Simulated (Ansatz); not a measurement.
Relaxation of CH₉AsSSi₂ (14 atoms, charge 0, multiplicity 1), to a largest force component of 0.015 eV/Å in at most 40 steps.

Level of theory: Ansatz 0.2.0, RHF/def2-SVP.

```xyz
14
Properties=species:S:1:pos:R:3:forces:R:3
Si -1.663 1.853 0.518 -1.26 2.12 0.19
S -0.165 1.083 1.767 0.23 0.05 0.60
C 0.751 0.285 0.416 2.92 0.08 1.35
Si 0.206 -1.432 0.116 -2.55 -0.88 0.34
As 1.416 -2.466 -1.543 1.05 -1.03 0.17
H -2.638 2.708 1.325 0.60 -0.56 -0.25
H -1.083 2.766 -0.515 0.05 -0.27 0.14
H -2.418 0.828 -0.150 -0.35 -0.62 -0.40
H 0.764 0.895 -0.466 0.09 0.42 -0.57
H 1.843 0.197 0.777 -1.65 0.40 -0.63
H -1.277 -1.384 -0.304 1.00 -0.18 0.15
H 0.238 -2.218 1.377 0.17 0.13 -0.09
H 0.795 -3.799 -1.112 0.17 0.24 -0.32
H 2.614 -2.650 -0.560 -0.49 0.11 -0.67
```

Task: Where does it end, and by what steps?

Result: The run converged. The force dipped under the threshold on the way, but the program's further checks kept it going. After 10 steps the energy has fallen by 0.477 eV; H8 moved furthest, 0.36 Å.

| step | energy less start (eV) | largest force component (eV/Å) | accepted |
| --- | --- | --- | --- |
| 0 | 0.0000 | 2.920 | yes |
| 1 | -0.3976 | 0.726 | yes |
| 2 | -0.4616 | 0.293 | yes |
| 3 | -0.4698 | 0.114 | yes |
| 4 | -0.4731 | 0.072 | yes |
| 5 | -0.4754 | 0.048 | yes |
| 6 | -0.4761 | 0.022 | yes |
| 7 | -0.4764 | 0.009 | yes |
| 8 | -0.4767 | 0.024 | yes |
| 9 | -0.4768 | 0.020 | yes |
| 10 | -0.4768 | 0.011 | yes |

```xyz
14
Properties=species:S:1:pos:R:3
Si -1.767 2.097 0.515
S -0.264 1.110 1.696
C 0.731 0.230 0.414
Si 0.187 -1.576 0.197
As 1.531 -2.583 -1.508
H -2.600 2.847 1.478
H -1.140 3.023 -0.456
H -2.600 1.133 -0.237
H 0.704 0.772 -0.532
H 1.765 0.269 0.761
H -1.219 -1.626 -0.263
H 0.306 -2.284 1.490
H 1.001 -3.978 -1.279
H 2.746 -2.765 -0.629
```

Whether the end is a true minimum wasn't checked by a vibrational analysis.

The run took 56 s on 2 threads of Intel(R) Xeon(R) Platinum 8259CL CPU @ 2.50GHz (Skylake/Cascade Lake), on a shared host, peak memory 0.42 GiB.
